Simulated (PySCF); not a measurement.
CH₅GaN, SMILES [CH3][Ga+][NH2], charge +1.

Coordinates come from a ωB97X-D3(BJ)/def2-SVP optimisation. The multiplicity is an assumed one; other spin states were not compared. The isomer is the one that the SMILES or the coordinates give; other isomers of the formula were not compared. One conformer was computed; it need not be the lowest.

Two levels are set side by side: PBE/def2-TZVPD (PySCF) and M06-2X/def2-TZVPD (PySCF). Same geometry, gas phase. Differences are taken from unrounded values.

```json
[
 {"quantity": "orbital gap (eV)", "M06-2X": "8.68", "PBE": "4.51", "PBE minus M06-2X": "-4.17"},
 {"quantity": "highest occupied level (eV)", "M06-2X": "-14.78", "PBE": "-12.03", "PBE minus M06-2X": "2.75"},
 {"quantity": "lowest empty level (eV)", "M06-2X": "-6.10", "PBE": "-7.52", "PBE minus M06-2X": "-1.42"},
 {"quantity": "mean polarisability (bohr³)", "M06-2X": "40.5", "PBE": "43.2", "PBE minus M06-2X": "2.7"}
]
```

Without exact exchange PBE keeps part of each electron's self-repulsion, which lifts occupied levels and narrows the gap. Loosely held outer electrons make PBE densities more polarisable. Differences between two approximate levels are no errors against the true value.

Rough cost on one machine, each run with all the roots and properties that it gave: M06-2X against PBE about 5 times.
